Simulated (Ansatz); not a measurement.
A run on H3InO2S, SMILES `[OH][In]([OH])[SH]` with other settings.

```yaml
crystal:
  periodic: [false, false, false]
  atoms:
    - {symbol: O, position_ang: [-0.032630, 1.843390, -0.885249]}
    - {symbol: In, position_ang: [0.027667, 0.076774, 0.001379]}
    - {symbol: O, position_ang: [-1.099394, -1.293333, -0.861630]}
    - {symbol: S, position_ang: [1.294084, -0.460546, 1.921034]}
    - {symbol: H, position_ang: [0.517899, 2.506700, -0.462646]}
    - {symbol: H, position_ang: [-1.558967, -0.942734, -1.629518]}
    - {symbol: H, position_ang: [0.851322, -1.730241, 1.916620]}
basis:
  gaussian: {orbitals: STO-3G}
magnetization: {spin_polarized: true, initial_magnetization: 0}
hamiltonian: {xc: {name: SVWN5}}
```

```sh
$ ansatz run in.yaml --threads 4 --pin off --events-out ev --progress --plain --max-ram 10444MiB
```

Output, abridged:

```
Functional definition: SVWN5
648 factors; integrals over basis functions are off by at most 5.4e-5 eV
mean field evaluation 1: about -169267.6264 eV, gradient 2.9e1 eV
mean field evaluation 2: about -169231.7224 eV, gradient 7.5e1 eV
mean field evaluation 4: about -169273.6707 eV, gradient 6.4e0 eV
mean field evaluation 8: about -169274.1041 eV, gradient 2.2e-1 eV
mean field evaluation 16: about -169274.0384 eV, gradient 5.1e-6 eV
mean field -169274.03841858 eV, -6220.7061738188 hartree, gradient 6.3e-6 eV, S^2 0.000000; 0 other end points of the search recorded, 0 dependent functions left out
reference -169274.03843987 eV, -6220.7061746010 hartree; 42, 42 occupied and 7, 7 virtual orbitals, 648 factors
Total energy: -169274.03843987 eV, -6220.7061746010 hartree
```

It took 0.45 s on 4 threads of an Arm Neoverse V2 on a shared host, with 0.38 GiB of host memory at the peak.
